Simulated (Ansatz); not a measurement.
One change: `[CH3][In]([Cl])[SeH]` becomes `[CH3][In]([OH])[Cl]`.

Ansatz, PBE0-D4/def2-TZVP geometries, multiplicity 1. Each molecule was computed in one conformer, which needn't be the lowest.

Elements past krypton have def2 core potentials. Scalar relativity is left out up to krypton.

```tsv
property	`[CH3][In]([Cl])[SeH]`
HOMO–LUMO gap (PBE/def2-TZVPP) / eV	4.02
HOMO energy (B3LYP/def2-TZVPP) / eV	-7.08
size of the dipole moment (B3LYP/def2-TZVPP) / D	2.71
LUMO energy (PBE0/def2-TZVPP) / eV	-1.34
HOMO energy (PBE0/def2-TZVPP) / eV	-7.32
HOMO–LUMO gap (PBE0/def2-TZVPP) / eV	5.98
```

Problem. Give the same properties after the change, and the shifts. (Best estimate.)

Solution. The calculation gave: 
```json
{"property": "HOMO–LUMO gap (PBE/def2-TZVPP) / eV", "`[CH3][In]([OH])[Cl]`": "4.70", "shift": "0.68"}
{"property": "HOMO energy (B3LYP/def2-TZVPP) / eV", "`[CH3][In]([OH])[Cl]`": "-7.95", "shift": "-0.87"}
{"property": "size of the dipole moment (B3LYP/def2-TZVPP) / D", "`[CH3][In]([OH])[Cl]`": "4.54", "shift": "1.83"}
{"property": "LUMO energy (PBE0/def2-TZVPP) / eV", "`[CH3][In]([OH])[Cl]`": "-1.29", "shift": "0.05"}
{"property": "HOMO energy (PBE0/def2-TZVPP) / eV", "`[CH3][In]([OH])[Cl]`": "-8.21", "shift": "-0.89"}
{"property": "HOMO–LUMO gap (PBE0/def2-TZVPP) / eV", "`[CH3][In]([OH])[Cl]`": "6.91", "shift": "0.93"}
```

With PBE0 the HOMO falls by 0.89 eV and the LUMO rises by 0.05 eV, so the gap widens by about 0.94 eV. PBE moves the HOMO by -0.67 eV and ωB97M-V by -0.97 eV. Dipoles are sizes alone; their direction can turn.

B3LYP here is the variant with VWN-RPA as its local correlation; programs differ in this.

Spin–orbit coupling is left out; it splits and shifts lone-pair levels of the heavy atoms by tenths of an eV.
